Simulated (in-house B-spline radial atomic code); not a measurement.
Values are calculated unless marked as measured or tabulated.
## Building a PAW p channel for In, r_c = 2.67 bohr

In, [Kr] 4d10 5s2 5p1, non-relativistic LDA (VWN5), spherical and spin-unpolarised, from an all-electron radial atomic-structure program (B-spline basis) (atomic units; all potentials screened as in the neutral atom).

Two all-electron partial waves φ1, φ2 are integrated outwards at E1 = ε(5p) = -0.101783 and E2 = E1 + 1.5 hartree; φ1 is the bound orbital and φ2 has unit norm inside r_c = 2.6692 bohr. Smooth partners are polynomials, r^2(a0 + a1 r² + a2 r⁴ + a3 r⁶), matched to φ and three derivatives at r_c, with no condition on the norm. The local potential is -3.58442 + (1.2072) r² + (-0.170257) r⁴ + (0.00880743) r⁶ inside 2.2292 bohr and the all-electron one outside.

| wave | φ(r_c) | φ'(r_c) | a0 | a1 | a2 | a3 |
| --- | --- | --- | --- | --- | --- | --- |
| 1 | 0.5536548 | 0.04280147 | 0.1865558 | -0.02117628 | 0.0008846362 | -7.954821e-06 |
| 2 | 0.3987337 | 1.988906 | -1.187877 | 0.3532129 | -0.03187587 | 0.0009550017 |

Inside r_c the overlaps are <φi φj> = [[0.27265, -0.36137], [-0.36137, 1.00000]] and, for the smooth waves, [[0.29608, -0.47939], [-0.47939, 1.56815]]. With χj = (Ej − T − V_local) applied to smooth wave j, the program's quadrature gives the matrix B_ij = <smooth i, χj> as [[0.11383, -0.58184], [-0.40482, 2.27236]].

**Question.** Check the match of the first wave, and find the augmentation charges q_ij.

**Answer.** At r_c the four terms are 1.32914, -1.07492, 0.31993, -0.02050, which sum to 0.5537, φ1(r_c) to rounding. q_ij is the all-electron overlap less the smooth one: [[-0.02343, 0.11802], [0.11802, -0.56815]]. The smooth first wave has a norm of 0.2961 inside r_c against 0.2726, so q11 is negative and must stay small enough for the overlap operator to be positive.

**Question.** B isn't symmetric. Show that D_ij = B_ij + Ej q_ij is.

**Answer.** Integrating by parts gives B12 − B21 = (E1 − E2) q12: -0.58184 − (-0.40482) = -0.17703, and −1.5 × (0.11802) = -0.17703. So D12 = -0.58184 + (1.398217)(0.11802) = -0.41683 and D21 = -0.40482 + (-0.101783)(0.11802) = -0.41683; D11 = 0.11621, D22 = 1.47796. The projectors, p = (B⁻¹)ᵀ χ, are dual to the smooth waves; det B = 0.023.

Solving (T + V_local + Σ p D p) ψ = E (1 + Σ p q p) ψ in a sphere of 9 bohr, whose wall lifts the free-atom level a little, gives these levels:

| all-electron | one projector | two projectors |
| --- | --- | --- |
| -0.099293 | -0.099294 | -0.099293 |
| 0.142562 | 0.141747 | 0.142529 |
| 0.506921 | 0.497447 | 0.506756 |
| 1.027720 | 0.969761 | 1.027580 |
| 1.696580 | 1.473750 | 1.696290 |

**Question.** What does the second projector gain?

**Answer.** With one projector the errors are 0.00, -0.81, -9.47, -57.96, -222.83 millihartree. With two the errors are 0.00, -0.03, -0.16, -0.14, -0.29 millihartree. The scattering is exact at E1 and at E2 = 1.398, and over all levels compared the largest error is 0.29 millihartree. The lowest eigenvalue of the overlap operator is 0.7929 with one and 0.3986 with two projectors. The smooth orbital alone needs a cutoff of 1.62 hartree for 1 millihartree of kinetic energy, against 4.26 for a norm-conserving Troullier-Martins orbital of the same radius; part of the gain comes from giving up the norm, part from the simpler form.
